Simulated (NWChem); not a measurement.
Species: C2H2F2; SMILES F/C=C\F

Problem. Give the equilibrium geometry at B3LYP/6-31G* (spherical d) (NWChem) as a list of bonds and angles, with the point group.

Solution. point group C2v; any orientation.
Bond lengths (Å): F1–C2 1.342, C2–C3 1.328, C2–H5 1.084, C3–F4 1.342, C3–H6 1.084. Angles (°): F1–C2–C3 122.8, F1–C2–H5 114.5, C3–C2–H5 122.7, C2–C3–F4 122.8, C2–C3–H6 122.7, F4–C3–H6 114.5.
